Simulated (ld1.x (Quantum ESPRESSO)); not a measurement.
Ga: one change to a TM potential, before and after

ld1.x (Quantum ESPRESSO) 7.5 input, shortened:

```
&input
   title='Ga', zed=31., rel=2, dft='PBESOL', iswitch=3,
   config='[Ar] 3d10 4s2 4p1 4f-2', rel_dist='average'
 /
 &inputp
   pseudotype=2, tm=.true., lloc=-2, rcloc=1.15,
   nlcc=.false.
 /
4
4S  1  0   2.00   0.00  1.50  1.50  0.0
4P  2  1   1.00   0.00  1.80  1.80  0.0
3D  3  2  10.00   0.00  0.90  0.90  0.0
4F  4  3  -2.00   0.05  1.65  1.65  0.0
 &test
   configts(1)='3d10 4s2 4p1'
 /
```

Open shells are filled in proportion to 2j + 1 (rel_dist='average').

All-electron outer shells of the reference configuration (PBEsol, scalar-relativistic, ld1.x):

```tsv
shell	level (eV)	outermost node (bohr)	outermost maximum (bohr)
3s	-147.78	0.27	0.56
3p	-98.68	0.24	0.56
3d	-19.16	–	0.53
4s	-8.96	0.81	1.90
4p	-2.57	0.87	2.53
```

Change: local potential the s channel.

Cutoffs: the cutoffs (Ry, on a coarse ladder) from which the occupation-weighted sum of valence levels, in a spherical-Bessel basis at the reference potential, stays within 10 and 1 mRy of its value at 400 Ry; they do not see the model core or the augmentation charge, which bear on the density cutoff. Errors are all-electron minus pseudo energies relative to the spin-unpolarised reference configuration.

Q: How do hardness, ghosts and transferability respond?

A: Of the 7 tests that both files solve, the error grows in 3 and shrinks in 3 by more than 15 % and 0.3 meV (median size 6.9 → 3.0 meV); the range in which the s phases agree widens (upper end 0.4 → 4.1); the range in which the p1/2 phases agree widens (upper end 1.8 → at the end of the scan); neither file shows a bound ghost.

| quantity | base | changed |
| --- | --- | --- |
| cutoff, loose | 300 Ry | 300 Ry |
| cutoff, tight | over 300 Ry | over 300 Ry |
| bound ghosts | none | none |
| error for 3d10 4s2 4p0, meV [ΔE 5.68 eV] | +0.4 | -0.8 |
| error for 3d10 4s1 4p0, meV [ΔE 26.82 eV] | +7.7 | -3.0 |
| error for 3d10 4s0 4p0, meV [ΔE 57.94 eV] | +23 | +20 |
| error for 3d9 4s2 4p1, meV [ΔE 27.71 eV] | -4.5 | -622 |
| error for 3d10 4s0 4p3, meV [ΔE 13.39 eV] | +6.9 | +1.3 |
| error for 3d10 4s1 4p1, meV [ΔE 13.08 eV] | +5.1 | -0.4 |
| error for 3d9 4s0 4p0, meV [ΔE 121.78 eV] | +98 | -390 |
| s: phases at 1.96 bohr within 0.05 rad from the reference energy up to (Ry; the scan ends near 5) | 0.4 | 4.1 |
| p1/2: phases at 1.96 bohr within 0.05 rad from the reference energy up to (Ry; the scan ends near 5) | 1.8 | to the end of the scan |
| p3/2: phases at 1.96 bohr within 0.05 rad from the reference energy up to (Ry; the scan ends near 5) | 1.2 | to the end of the scan |
| d3/2: phases at 1.96 bohr within 0.05 rad from the reference energy up to (Ry; the scan ends near 5) | 2.0 | 0.5 |
| d5/2: phases at 1.96 bohr within 0.05 rad from the reference energy up to (Ry; the scan ends near 5) | 2.0 | 0.5 |
| f5/2: phases at 1.96 bohr within 0.05 rad from the reference energy up to (Ry; the scan ends near 5) | to the end of the scan | to the end of the scan |
| f7/2: phases at 1.96 bohr within 0.05 rad from the reference energy up to (Ry; the scan ends near 5) | to the end of the scan | to the end of the scan |
